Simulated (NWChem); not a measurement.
# C₃H₆O; SMILES C1COC1

```xyz
10

C      0.0000     0.0000     1.0710
C      0.0000     1.0253    -0.0699
O      0.0000     0.0000    -1.0589
C      0.0000    -1.0253    -0.0699
H      0.8945     0.0000     1.7087
H     -0.8945     0.0000     1.7087
H     -0.8952     1.6702    -0.1336
H      0.8952     1.6702    -0.1336
H      0.8952    -1.6702    -0.1336
H     -0.8952    -1.6702    -0.1336
```
Atoms are numbered in this order, from 1.

Results from NWChem. All runs use the structure optimised with PBE0/def2-SVP. Ions are spin-unrestricted doublets at the neutral geometry; other ion states weren't tried.

Order these by “ΔSCF minus −ε(HOMO) (eV)”, lowest first: PBE0/def2-SVP; PBE/def2-SVP; B3LYP/def2-SVP; M06-2X/def2-SVP.

M06-2X/def2-SVP (1.18), PBE0/def2-SVP (2.49), B3LYP/def2-SVP (2.78), PBE/def2-SVP (3.84)
